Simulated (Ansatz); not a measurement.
A run for Ansatz (a quantum-chemistry and plane-wave program): R-CCSD(T)/cc-pVDZ on H2O2Se (SMILES O[Se]O), a point of a torsion scan. The run froze 16 orbitals, filled d shells among them.

Ansatz 0.2 input:
```yaml
crystal:
  periodic: [false, false, false]
  atoms:
    - {symbol: O, position_ang: [1.07100768, 0.50070776, -0.29294331]}
    - {symbol: Se, position_ang: [-0.16454049, -0.77957672, -0.71524804]}
    - {symbol: O, position_ang: [-1.58358995, 0.24962024, -0.55886707]}
    - {symbol: H, position_ang: [1.94530315, 0.11104560, -0.32611642]}
    - {symbol: H, position_ang: [-1.64794368, 0.85277994, -1.30736283]}
basis:
  gaussian:
    orbitals: cc-pVDZ
magnetization: {spin_polarized: false}
correlation: {method: ccsd_t, electrons: outside_noble_gas}
scf: {lower_state_search: off}
```

Task: Give the final energy of this run.

Result: -2551.1718 hartree (reference determinant -2550.6442, T1 diagnostic 0.014).
